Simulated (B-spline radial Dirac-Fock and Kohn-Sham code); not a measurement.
Isotope-shift constants of the inner levels of Ho³⁺

System: holmium as Ho³⁺, configuration [Xe] 4f10.

Input file task.json (cfg lists n, l and occupation; rrms is the nuclear radius in fm):

```json
{"items": [{
  "Z": 67,
  "q": 3,
  "cfg": [[1, 0, 2], [2, 0, 2], [2, 1, 6], [3, 0, 2], [3, 1, 6], [3, 2, 10], [4, 0, 2], [4, 1, 6], [4, 2, 10], [4, 3, 10], [5, 0, 2], [5, 1, 6]],
  "A": 165,
  "rrms": 5.2022,
  "do": "isoshift",
  "isotopes": [[151, 150.931698176, 5.0398], [152, 151.931717618, 5.0614], [153, 152.930206671, 5.076], [154, 153.930606776, 5.0856], [155, 154.929103363, 5.1076], [156, 155.929641634, 5.1156], [157, 156.928251974, 5.1535], [158, 157.92894491, 5.1571], [159, 158.927718683, 5.1675], [160, 159.928735538, 5.1662], [161, 160.927861815, 5.1785], [162, 161.929102543, 5.1817], [163, 162.92874026, 5.1907], [165, 164.930329116, 5.2022]]
}]}
```

Launch: `python xray2_run.py task.json out`

Calculated with a radial finite-basis atomic code, using first-order field-shift and mass-shift constants from Dirac-Fock ground and hole states with a Fermi nucleus; the mass shift has no relativistic recoil terms. A binding energy shifts by δE = F·δ⟨r²⟩ + (K_N + K_S)·δ(1/M); F is taken for a change of radius at fixed skin thickness and so holds the higher radial moments.

```
     level  F (meV/fm²)
    K (1s)       -429.6
   L1 (2s)       -57.30
L2 (2p1/2)       0.2488
L3 (2p3/2)        2.600
   M1 (3s)       -12.50
M2 (3p1/2)      0.09462
M3 (3p3/2)       0.6845
M4 (3d3/2)       0.6296
M5 (3d5/2)       0.6042
```

The mass shift is not given and not included below: at this Z its relativistic corrections are large. It matters little for K lines but can be comparable with the field shift of L lines.

Field shifts alone in meV from A = 165 (mass 164.9303 u, rms radius 5.2022 fm); radii from Angeli and Marinova (2013).

```
  A  mass (u)  radius (fm)     Kα1     Kα2     Kβ1   Lα1
151  150.9317       5.0398  +718.9  +715.0  +715.7  -3.3
152  151.9317       5.0614  +624.6  +621.2  +621.8  -2.9
153  152.9302        5.076  +560.6  +557.6  +558.1  -2.6
154  153.9306       5.0856  +518.5  +515.6  +516.2  -2.4
156  155.9296       5.1156       ?       ?       ?     ?
159  158.9277       5.1675  +155.5  +154.7  +154.8  -0.7
160  159.9287       5.1662  +161.3  +160.5  +160.6  -0.7
161  160.9279       5.1785  +106.3  +105.8  +105.9  -0.5
162  161.9291       5.1817   +92.0   +91.5   +91.6  -0.4
163  162.9287       5.1907   +51.7   +51.4   +51.4  -0.2
```

Question: What are the shifts for A = 156?

Answer: Kα1 +386.2 meV; Kα2 +384.1 meV; Kβ1 +384.5 meV; Lα1 -1.8 meV.
